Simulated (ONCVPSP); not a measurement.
An all-electron radial function and its pseudo partner (phosphorus)

Columns: radius, all-electron u(r) and pseudo u(r) of the 3p shell (level -7.62 eV) of phosphorus in the configuration [Ne] 3s2 3p2.75; LDA (Perdew-Zunger), scalar-relativistic, ONCV scheme, ONCVPSP 4.0.1.

```csv
r (bohr),all-electron,pseudo
0.088,-0.1151,0.0042
0.175,-0.2486,0.0167
0.262,-0.3068,0.0373
0.350,-0.2930,0.0660
0.438,-0.2292,0.1020
0.525,-0.1381,0.1439
0.612,-0.0343,0.1912
0.700,0.0735,0.2433
0.788,0.1773,0.2983
0.875,0.2723,0.3540
0.962,0.3575,0.4091
1.050,0.4328,0.4625
1.138,0.4971,0.5122
1.225,0.5501,0.5565
1.312,0.5932,0.5952
1.400,0.6275,0.6278
1.487,0.6531,0.6531
1.575,0.6714,0.6714
1.662,0.6828,0.6828
1.750,0.6886,0.6886
1.838,0.6893,0.6893
1.925,0.6858,0.6858
2.012,0.6787,0.6787
2.100,0.6685,0.6685
2.188,0.6557,0.6557
2.275,0.6411,0.6411
```

**Question.** How many radial nodes do the two functions have?

**Answer.** The all-electron 3p function has n − l − 1 = 1; the pseudo-wave has 0, since the states of the same l below it are removed with the core.

**Question.** At about which radius was the pseudo-wave matched?

**Answer.** 1.55 bohr. The columns agree to 0.0005 from 1.40 bohr on; several derivatives are matched, so the curves merge somewhat inside the radius.

**Question.** Where does each function peak?

**Answer.** Outermost all-electron maximum near 1.84 bohr, pseudo maximum near 1.84 bohr (to the table’s step).

**Question.** Is the pseudo-wave norm-conserving?

**Answer.** Yes: the ONCV scheme keeps the norm inside the radius equal to the all-electron one, which fixes the energy derivative of the logarithmic derivative at the level.
